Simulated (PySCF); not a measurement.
3-bromo-1,1-difluoropropa-1,2-diene (C3HBrF2), SMILES BrC=C=C(F)F.

Geometry: B3LYP-D3(BJ)/def2-SVP.

Computed with CAM-B3LYP/def2-TZVP (PySCF).

The molecule is in vacuum.

### Question
Estimate the frontier levels, gap, dipole moment and polarisability. (Estimate from the structure and the level; the computed values follow.)

### Answer

```
Item                                                                                                            Value
---------------------------------------------------------------------------------------------  ----------------------
highest occupied level                                                                                       -9.26 eV
lowest empty level                                                                                           -0.19 eV
orbital gap                                                                                                   9.08 eV
dipole moment                                                                                                  1.20 D
quadrupole, principal values (traceless, Buckingham form, about the centre of nuclear charge)  -2.99, -2.22, 5.21 D·Å
mean static polarisability                                                                       59.9 bohr³ (8.87 Å³)
polarisability, principal values                                                               38.6, 44.0, 97.0 bohr³
```
